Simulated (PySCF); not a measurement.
How methods differ on the excitation energy of Co(2+)

Co(2+) [Ar] 3d7 (4F) → Co(2+) [Ar] 3d6 4s1 (6D), as a difference of total energies. All numbers are calculated (PySCF 2.14, scalar relativity by spin-free X2C-1e, in x2c-TZVPPall with one added diffuse shell each of s, p, d, f type (7s6p5d3f1g, 80 functions)). Correlated levels: valence: [Ar] frozen; valence and next inner shell: [Ne] frozen. The calculations carry no spin-orbit coupling.

| method | excitation energy (eV) |
| --- | --- |
| UHF | 4.477 |
| LDA | 5.836 |
| PBE | 5.856 |
| PBE0 | 5.738 |
| r2SCAN | 5.697 |
| wB97X | 6.345 |
| r2SCANh | 5.660 |
| M06-2X | 5.760 |
| TPSS | 6.184 |
| MP2 (valence) | 5.750 |
| SCS-MP2 (valence) | 6.075 |
| MP2 (valence and next inner shell) | 5.893 |
| SCS-MP2 (valence and next inner shell) | 6.043 |

Problem. How much does correlation contribute at MP2 (valence and next inner shell)?

Solution. 5.893 − (4.477) = 1.416 eV, measured against UHF.

A first-order spin-orbit estimate (lowest level to lowest level, LS coupling) adds 0.027 eV.
